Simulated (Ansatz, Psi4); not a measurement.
Here is a job for Psi4.
```
memory 2 GB

molecule mol {
0 1
Si   -0.731504    1.823058   -0.407917
P     0.188212   -0.173504   -0.737277
Si    1.864737   -0.162405    0.722091
Si   -1.275283   -1.529703    0.242275
H     0.236601    2.814525   -0.869990
H    -1.054774    2.071249    1.000379
H    -1.955103    1.860164   -1.204897
H     2.822957    0.836621    0.255715
H     2.443405   -1.503574    0.709543
H     1.428875    0.171890    2.081382
H    -0.684659   -2.865665    0.231555
H    -2.496811   -1.479831   -0.557180
H    -1.574971   -1.136111    1.622375
}

set {
  basis cc-pvdz
  reference rks
  scf_type pk
  puream true
  d_convergence 1e-8
  dft_radial_points 99
  dft_spherical_points 590
}

energy('r2scan')
print_variables()
```

Question: Convert this to an input for Ansatz (a program for electronic structure).

Answer: One answer among several that fit: 
Ansatz 0.2 input:
```yaml
crystal:
  periodic: [false, false, false]
  atoms:
    - {symbol: Si, position_ang: [-0.73150406, 1.82305785, -0.40791737]}
    - {symbol: P, position_ang: [0.18821174, -0.17350413, -0.73727730]}
    - {symbol: Si, position_ang: [1.86473710, -0.16240545, 0.72209052]}
    - {symbol: Si, position_ang: [-1.27528289, -1.52970289, 0.24227527]}
    - {symbol: H, position_ang: [0.23660144, 2.81452484, -0.86999042]}
    - {symbol: H, position_ang: [-1.05477390, 2.07124934, 1.00037921]}
    - {symbol: H, position_ang: [-1.95510257, 1.86016427, -1.20489688]}
    - {symbol: H, position_ang: [2.82295740, 0.83662120, 0.25571496]}
    - {symbol: H, position_ang: [2.44340496, -1.50357383, 0.70954322]}
    - {symbol: H, position_ang: [1.42887523, 0.17189027, 2.08138167]}
    - {symbol: H, position_ang: [-0.68465939, -2.86566528, 0.23155487]}
    - {symbol: H, position_ang: [-2.49681096, -1.47983083, -0.55717985]}
    - {symbol: H, position_ang: [-1.57497050, -1.13611115, 1.62237473]}
basis:
  gaussian:
    orbitals: cc-pVDZ
hamiltonian:
  xc: r2scan
accuracy: high
```

Both were run: Psi4 gave -1215.120835 Eh and Ansatz -1215.120927 Eh, 0.092 mEh apart.
